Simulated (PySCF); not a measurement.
SMILES C[C@]1(F)CCO[C@@H]1F, C$_{5}$H$_{8}$F$_{2}$O

Molfile (atoms numbered from 1):
```
C5H8F2O
     RDKit          3D

 16 16  0  0  0  0  0  0  0  0999 V2000
   -1.6298    0.0664    0.8158 C   0  0  0  0  0  0  0  0  0  0  0  0
   -0.6237    0.1080   -0.3201 C   0  0  2  0  0  0  0  0  0  0  0  0
   -1.3279    0.2436   -1.5104 F   0  0  0  0  0  0  0  0  0  0  0  0
    0.3015   -1.1162   -0.4153 C   0  0  0  0  0  0  0  0  0  0  0  0
    1.6980   -0.5278   -0.1821 C   0  0  0  0  0  0  0  0  0  0  0  0
    1.6058    0.8284   -0.6063 O   0  0  0  0  0  0  0  0  0  0  0  0
    0.3746    1.2944   -0.2430 C   0  0  2  0  0  0  0  0  0  0  0  0
    0.4159    1.7714    1.0590 F   0  0  0  0  0  0  0  0  0  0  0  0
   -1.1174   -0.0519    1.7655 H   0  0  0  0  0  0  0  0  0  0  0  0
   -2.2016    0.9910    0.8350 H   0  0  0  0  0  0  0  0  0  0  0  0
   -2.3108   -0.7664    0.6587 H   0  0  0  0  0  0  0  0  0  0  0  0
    0.2215   -1.5357   -1.4179 H   0  0  0  0  0  0  0  0  0  0  0  0
    0.0468   -1.8793    0.3158 H   0  0  0  0  0  0  0  0  0  0  0  0
    1.9682   -0.5636    0.8802 H   0  0  0  0  0  0  0  0  0  0  0  0
    2.4806   -0.9982   -0.7751 H   0  0  0  0  0  0  0  0  0  0  0  0
    0.0908    2.1447   -0.8712 H   0  0  0  0  0  0  0  0  0  0  0  0
  1  2  1  0
  2  3  1  6
  2  4  1  0
  4  5  1  0
  5  6  1  0
  6  7  1  0
  7  8  1  0
  7  2  1  0
  1  9  1  0
  1 10  1  0
  1 11  1  0
  4 12  1  0
  4 13  1  0
  5 14  1  0
  5 15  1  0
  7 16  1  6
M  END
```

Computed with PySCF 2.14.0, TDDFT CAM-B3LYP/def2-SVPD circular dichroism and optical rotation, one conformer, gas phase. Geometry: GFN2-xTB.

Stereocentres: C2 S, C7 R.

Q: What is the specific rotation at 633, 589.3, 546, 436, 405, 365, 355 nm?

A: [α] in deg dm⁻¹ (g/mL)⁻¹:
| λ (nm) | origin-invariant length gauge | modified velocity gauge | length gauge (centre of mass) | isotropic polarisability (au) |
| --- | --- | --- | --- | --- |
| 633 | +42.2 | +35.8 | +42.5 | 62.8 |
| 589.3 | +49.1 | +41.6 | +49.4 | 63.0 |
| 546 | +57.8 | +49.0 | +58.2 | 63.1 |
| 436 | +94.6 | +79.9 | +95.2 | 63.9 |
| 405 | +111.7 | +94.2 | +112.4 | 64.2 |
| 365 | +142.1 | +119.6 | +143.0 | 64.8 |
| 355 | +151.8 | +127.6 | +152.7 | 65.0 |

Q: And for the mirror image at 589.3 nm?

A: -49.1 deg dm⁻¹ (g/mL)⁻¹ (origin-invariant length gauge): the same size and the opposite sign.

Q: What is the molar rotation [Φ] = [α]·M/100 of the geometry above at 589.3 nm?

A: With M = 122.11 g/mol, +60.0 deg cm² dmol⁻¹ (origin-invariant length gauge).

The first excitation lies at 8.26 eV (150 nm) with R = +5.0 × 10⁻⁴⁰ esu² cm² (velocity form).
